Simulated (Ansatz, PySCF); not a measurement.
This PySCF input computes a B3LYP/def2-TZVPD energy:

```python
from pyscf import gto, scf, dft

mol = gto.M(
    atom='''
    In   -0.00000000    0.00000000    0.00000000
    Cl    2.24396172   -0.29680589   -0.48321170
    Cl   -0.92399026   -1.00456294    1.86923695
    Cl   -1.31997146    1.30136883   -1.38602526
    ''',
    basis='def2-tzvpd',
    ecp='def2-tzvp',
    charge=0,
    spin=0,
    verbose=4,
)

mf = dft.RKS(mol, xc='b3lyp').density_fit(auxbasis='def2-universal-jkfit')
mf.grids.level = 3
mf.conv_tol = 1e-9
mf.max_cycle = 100
mf.max_memory = 1500
mf.kernel()
if not mf.converged:
    mf = mf.newton()
    mf.kernel(mf.make_rdm1())
mf.analyze()
```

Problem. Write an input for the same energy in Ansatz (a program for electronic structure) and say what it gives.

Solution. 
Ansatz 0.2 input:
```yaml
crystal:
  periodic: [false, false, false]
  atoms:
    - {symbol: In, position_ang: [-0.00000000, 0.00000000, 0.00000000]}
    - {symbol: Cl, position_ang: [2.24396172, -0.29680589, -0.48321170]}
    - {symbol: Cl, position_ang: [-0.92399026, -1.00456294, 1.86923695]}
    - {symbol: Cl, position_ang: [-1.31997146, 1.30136883, -1.38602526]}
basis:
  gaussian:
    orbitals: def2-TZVPD
hamiltonian:
  xc: {name: B3LYP}
output: {forces: true}
```
It gives -1571.04138 Eh, and PySCF -1571.04144 Eh, a difference of 0.06 mEh, from the treatment of integrals and grids.
